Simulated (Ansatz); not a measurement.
The cluster Sn4O8⁺, relaxed as a doublet with UKS PBE-D4/def2-SVP in Ansatz, starting from the GFN2-xTB geometry. Force threshold 0.03 eV/Å.

In the def2 sets Sn takes a core potential; there is no spin–orbit coupling. The structure holds 3 bonds between oxygen atoms, so isomers without such links may lie far lower. The relaxation made no stability test and no search for a lower SCF solution. Another isomer (doublet) lies 0.68 eV lower at PBE0-D4/def2-SVP; other spin states weren't run for this one.

Start:

```xyz
12

Sn   -0.9507    2.3049    0.0377
Sn   -0.6940   -1.0752   -3.0020
Sn    2.4500   -0.9225   -0.6000
Sn   -1.8256   -0.9489    1.4070
O    -1.6654    1.0696    1.4794
O     1.3453    1.1542    0.2479
O     1.4466    1.0835    1.5624
O     1.1414   -1.1986   -2.1030
O    -1.7147   -0.7057   -0.9169
O    -1.3774    0.5486   -1.4427
O     1.1040   -0.2070    2.1144
O     0.7403   -1.1029    1.2158
```

Question: Estimate the energy that the relaxation releases and the steps that it takes.

Answer: 17.1 kcal/mol, in 9 steps; 19 s on 4 threads of AMD EPYC 9R45 on a shared host. No frequencies were taken in this run, so the end may be a saddle point.

Question: Does the start keep its bonding and symmetry?

Answer: Bonds lost: O7–O11 (atoms count from 1). Point group Cs at the start, Cs at the end, both within 0.05 Å.

Question: Predict the relaxed structure.

Answer: 
| atom | x (Å) | y (Å) | z (Å) |
| --- | --- | --- | --- |
| Sn1 | -1.031 | 2.240 | -0.037 |
| Sn2 | -0.705 | -1.041 | -2.908 |
| Sn3 | 2.428 | -0.909 | -0.598 |
| Sn4 | -1.883 | -0.920 | 1.300 |
| O5 | -1.690 | 1.072 | 1.457 |
| O6 | 1.285 | 1.109 | 0.287 |
| O7 | 1.621 | 1.222 | 1.516 |
| O8 | 1.142 | -1.181 | -2.077 |
| O9 | -1.708 | -0.744 | -0.885 |
| O10 | -1.350 | 0.583 | -1.447 |
| O11 | 1.181 | -0.406 | 2.204 |
| O12 | 0.709 | -1.023 | 1.188 |
Bond lengths (bridged metal pairs left out): 8 × O–Sn 1.98 to 2.28 Å; 3 × O–O 1.28 to 1.49 Å.
